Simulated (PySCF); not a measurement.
A TDDFT job was run through a driver script with this input:

```
{"job": {"kind": "uv", "xc": "CAM-B3LYP", "basis": "def2-SVPD", "dynamic": true, "nstates": 6, "ntriplets": 0, "group": "solv-GFSATUNCRWPODZ-AATRIKPKSA-N-uv", "role": "base"}, "charge": 0, "multiplicity": 1}
C     -3.663627     0.593697    -0.781993
C     -2.597167    -0.069957    -0.340153
C     -1.472498     0.560367     0.427132
F     -1.757764     1.888665     0.673332
C     -0.176662     0.462722    -0.316145
C      0.872283    -0.248615     0.102994
C      2.171627    -0.392236    -0.621475
C      3.364308     0.077873     0.206141
H     -3.778911     1.661953    -0.583441
H     -4.451122     0.088581    -1.346032
H     -2.476059    -1.141124    -0.536154
H     -1.369689     0.051990     1.404740
H     -0.142318     1.003287    -1.270002
H      0.796585    -0.770736     1.067673
H      2.124368     0.162206    -1.572755
H      2.315501    -1.454830    -0.889731
H      3.440017    -0.480696     1.152674
H      3.273869     1.145457     0.458244
H      4.308747    -0.063868    -0.340310
```

Computed, not measured: TDDFT CAM-B3LYP/def2-SVPD, vertical, gas phase, core orbitals frozen in the response in PySCF 2.14.0, density-fitted response routines. Job line and output are in the format of a driver script around the code.

Q: What does the script print for it?

A: 
```
coarse grid: 15512 points
cycle   1  E = -372.5902756872  dE =  8.897e-01  |g| = 5.269e-01  |ddm| = 7.341e+00
cycle   2  E = -372.5874370337  dE =  2.839e-03  |g| = 6.125e-01  |ddm| = 1.654e+00
cycle   3  E = -372.6502770022  dE = -6.284e-02  |g| = 7.141e-02  |ddm| = 7.660e-01
cycle   4  E = -372.6511406913  dE = -8.637e-04  |g| = 3.133e-02  |ddm| = 1.525e-01
cycle   5  E = -372.6513754804  dE = -2.348e-04  |g| = 6.306e-03  |ddm| = 7.247e-02
cycle   6  E = -372.6513836969  dE = -8.217e-06  |g| = 2.753e-03  |ddm| = 1.524e-02
final grid: 149152 points
cycle   7  E = -372.7236093667  dE = -3.981e-05  |g| = 4.724e-03  |ddm| = 1.113e-01
cycle   8  E = -372.7236067477  dE =  2.619e-06  |g| = 5.989e-03  |ddm| = 1.948e-02
cycle   9  E = -372.7236147140  dE = -7.966e-06  |g| = 5.350e-04  |ddm| = 9.155e-03
cycle  10  E = -372.7236147772  dE = -6.322e-08  |g| = 1.768e-04  |ddm| = 1.176e-03
cycle  11  E = -372.7236147856  dE = -8.392e-09  |g| = 2.970e-05  |ddm| = 4.688e-04
cycle  12  E = -372.7236147858  dE = -2.415e-10  |g| = 1.179e-05  |ddm| = 9.237e-05
converged SCF energy = -372.7236147858

Static polarisability (au): isotropic 90.222, principal 71.982 72.900 125.784

Singlet excitations
state   eV       nm        f      main configurations
  1   6.7650    183.3   0.63846   H->L 0.94
  2   7.1154    174.2   0.00648   H-1->L 0.82
  3   7.3978    167.6   0.01719   H->L+1 0.57, H->L+2 0.14, H-1->L 0.09
  4   7.5261    164.7   0.12934   H->L+3 0.36, H-1->L+1 0.28, H-1->L+2 0.17
  5   7.6588    161.9   0.00588   H->L+2 0.33, H-1->L+1 0.14, H->L+1 0.14
  6   7.8002    159.0   0.17757   H-2->L 0.24, H-1->L+2 0.17, H->L+3 0.17
```

The structure is a single PBE0-D3(BJ)/def2-SVP conformer in the gas phase; no vibrational or solvent corrections.

The SCF starts on a coarse grid; the energy jumps when the final grid takes over, and dE counts afresh there. H and L stand for HOMO and LUMO.

Shape of the structure used: `[CH2:1]=[CH:2][C@H:3]([F:4])/[CH:5]=[CH:6]/[CH2:7][CH3:8]`: C1–C2–C3–F4 4°, C2–C3–C5–C6 -115°, C5–C6–C7–C8 122°.
